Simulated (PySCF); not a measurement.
C2H5BCl2. Atoms are numbered in the order given.

```xyz
10

B      0.1114     0.1786     0.0000
Cl    -1.6149    -0.1327     0.0000
Cl     0.6363     1.8556     0.0000
C      1.1662    -0.9731     0.0000
C      0.6499    -2.4046     0.0000
H      1.8269    -0.7857    -0.8680
H      1.8269    -0.7857     0.8680
H      0.0266    -2.6065     0.8841
H      0.0266    -2.6065    -0.8841
H      1.4761    -3.1310     0.0000
```

Geometry optimised at PBE0-D3(BJ)/def2-SVP. Other conformers were not sampled.

Computed with KT2/pcSseg-1 (PySCF).

GIAO shieldings, no solvent; atoms listed in one row are averaged. δ = σ(ref) − σ: ¹¹B against BF3 (σ = 89.8 ppm); ³⁵Cl against HCl (σ = 945.4 ppm); ¹³C against TMS (σ = 185.1 ppm); ¹H against TMS (σ = 31.47 ppm), references at their B3LYP-D3(BJ)/def2-TZVP geometries, non-relativistic (without spin–orbit terms, shifts of atoms bonded to Cl or Br come out too high).

| nucleus | atoms | count | δ (ppm) |
|---|---|---|---|
| ¹¹B | B1 | 1 | 50.8 |
| ³⁵Cl | Cl2 | 1 | 288.8 |
| ³⁵Cl | Cl3 | 1 | 280.4 |
| ¹³C | C4 | 1 | 27.6 |
| ¹³C | C5 | 1 | 13.0 |
| ¹H | H6, H7 | 2 | 1.81 |
| ¹H | H8, H9, H10 | 3 | 1.35 |
